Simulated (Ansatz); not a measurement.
Geometry optimisation, RKS PBE-D4/def2-SVP (Ansatz 0.2.0).

Input:

```yaml
crystal:
  periodic: [false, false, false]
  atoms:
    - { symbol: W, position_ang: [0.390288, -0.14534, 0.323254] }
    - { symbol: H, position_ang: [-0.223388, 0.457554, 1.811576] }
    - { symbol: H, position_ang: [1.842524, 0.685135, -0.322811] }
    - { symbol: H, position_ang: [-1.130436, 0.596323, 0.250561] }
    - { symbol: H, position_ang: [-0.746498, -0.535436, -0.87613] }
    - { symbol: O, position_ang: [0.300809, -2.066973, 0.286478] }
    - { symbol: H, position_ang: [0.917412, -2.427613, 0.962884] }
    - { symbol: H, position_ang: [0.22639, 0.747203, -1.11272] }
    - { symbol: O, position_ang: [1.620787, 2.26232, 1.910335] }
    - { symbol: Al, position_ang: [2.630159, 0.957694, 1.340991] }
    - { symbol: H, position_ang: [1.852305, -0.531973, 1.654135] }
    - { symbol: H, position_ang: [4.203044, 1.063681, 1.233576] }
    - { symbol: H, position_ang: [0.740904, 1.986224, 2.275672] }
basis:
  gaussian: { orbitals: def2-SVP }
hamiltonian:
  xc: pbe
  dispersion: d4
relax:
  f_tol: 0.03
  max_steps: 50
```

Command:

```bash
$ ansatz run input.yaml --threads 4 --pin off --max-ram 5120MiB --backend cpu --events-out ev --progress --plain --runs-dir out
```

Q: Where does it end, and by what steps?

A: It converged. After 15 steps the energy has fallen by 0.258 eV; O9 moved furthest, 0.73 Å. Joined: W1–O9 (3.14 → 2.42 Å).

```
step  energy less start (eV)  largest force component (eV/Å)  accepted
   0                  0.0000                           0.610       yes
   1                  0.0052                           1.234        no
   2                 -0.0188                           0.801       yes
   3                 -0.0464                           0.306       yes
   4                 -0.0822                           0.597       yes
   5                 -0.1248                           1.385       yes
   6                 -0.1933                           1.149       yes
   7                 -0.2132                           0.562       yes
   8                 -0.2438                           0.163       yes
   9                 -0.2181                           0.487        no
  10                 -0.2538                           0.095       yes
  11                 -0.2555                           0.096       yes
  12                 -0.2557                           0.073       yes
  13                 -0.2577                           0.034       yes
  14                 -0.2581                           0.031       yes
  15                 -0.2582                           0.025       yes
```

```xyz
13
Properties=species:S:1:pos:R:3
W 0.413 -0.115 0.411
H -0.348 0.150 1.922
H 1.992 0.470 -0.339
H -1.025 0.770 0.368
H -0.653 -0.414 -0.866
O 0.269 -2.033 0.210
H 0.801 -2.461 0.918
H 0.204 1.013 -0.832
O 1.272 1.936 1.355
Al 2.699 0.865 1.249
H 1.984 -0.557 1.811
H 4.222 1.270 1.359
H 0.795 2.156 2.173
```

Whether the end is a true minimum wasn't checked by a vibrational analysis.

Run time: 32 s on 4 threads of Arm Neoverse V1, on a shared host, peak memory 0.18 GiB.
